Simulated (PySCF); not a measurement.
H2BN, charge +1, doublet, at a GFN2-xTB geometry (a state made from the parent by changing its charge; the spin is typed, not shown lowest), with bond 3-1 at 1.3 times its length; PySCF with HF/6-311G**.

Here is a job for PySCF.
```python
from pyscf import gto, scf

mol = gto.M(
    atom='''
B     0.69541291   -0.01491515    0.14279803
N    -0.54762335   -0.00554107   -0.02815933
H     2.18853197    0.08386150   -0.18840493
H    -1.48766710    0.05229634   -0.40490136
''',
    basis='6-311g**',
    charge=1,
    spin=1,
    verbose=4,
)

mf = scf.UHF(mol)
mf.conv_tol = 1e-6
mf.kernel()
```

What the program printed (banner, timings and long lists left out):

```
PySCF version 2.14.0

[INPUT] verbose = 4
[INPUT] num. atoms = 4
[INPUT] num. electrons = 13
[INPUT] charge = 1
[INPUT] spin (= nelec alpha-beta = 2S) = 1
[INPUT] symmetry False subgroup None
[INPUT] Mole.unit = angstrom
[INPUT] Symbol           X                Y                Z      unit          X                Y                Z       unit  Magmom
[INPUT]  1 B      0.695412910000  -0.014915150000   0.142798030000 AA    1.314139943387  -0.028185548607   0.269849167827 Bohr   0.0
[INPUT]  2 N     -0.547623350000  -0.005541070000  -0.028159330000 AA   -1.034858150917  -0.010471104737  -0.053213421551 Bohr   0.0
[INPUT]  3 H      2.188531970000   0.083861500000  -0.188404930000 AA    4.135726038155   0.158475267395  -0.356033718218 Bohr   0.0
[INPUT]  4 H     -1.487667100000   0.052296340000  -0.404901360000 AA   -2.811283383526   0.098825759917  -0.765152677864 Bohr   0.0

nuclear repulsion = 22.8082631174832
number of shells = 24
number of NR pGTOs = 78
number of NR cGTOs = 48
basis = 6-311g**
ecp = {}

******** <class 'pyscf.scf.uhf.UHF'> ********
method = UHF
initial guess = minao
damping factor = 0
level_shift factor = 0
DIIS = <class 'pyscf.scf.diis.CDIIS'>
diis_start_cycle = 1
diis_space = 8
diis_damp = 0
SCF conv_tol = 1e-06
SCF conv_tol_grad = None
SCF max_cycles = 50
direct_scf = True
direct_scf_tol = 1e-13
number electrons alpha = 7  beta = 6
Set gradient conv threshold to 0.001
init E= -80.2003954570898

cycle= 1 E= -79.846405390223  delta_E= 0.354  |g|= 0.274  |ddm|= 0.956
cycle= 2 E= -79.9098334483563  delta_E= -0.0634  |g|= 0.092  |ddm|= 0.277
cycle= 3 E= -79.9158925644636  delta_E= -0.00606  |g|= 0.0345  |ddm|= 0.0904
cycle= 4 E= -79.9174712237108  delta_E= -0.00158  |g|= 0.0161  |ddm|= 0.0373
cycle= 5 E= -79.917974077616  delta_E= -0.000503  |g|= 0.0094  |ddm|= 0.0174
cycle= 6 E= -79.9182423815374  delta_E= -0.000268  |g|= 0.00423  |ddm|= 0.0168
cycle= 7 E= -79.9183048717058  delta_E= -6.25e-05  |g|= 0.00155  |ddm|= 0.0103
cycle= 8 E= -79.9183125960623  delta_E= -7.72e-06  |g|= 0.000712  |ddm|= 0.0033
cycle= 9 E= -79.9183144418985  delta_E= -1.85e-06  |g|= 0.000294  |ddm|= 0.00181
cycle= 10 E= -79.9183147514596  delta_E= -3.1e-07  |g|= 0.000139  |ddm|= 0.00071
Extra cycle  E= -79.9183147903412  delta_E= -3.89e-08  |g|= 0.00011  |ddm|= 0.000147
converged SCF energy = -79.9183147903412  <S^2> = 0.76280135  2S+1 = 2.0127606
```
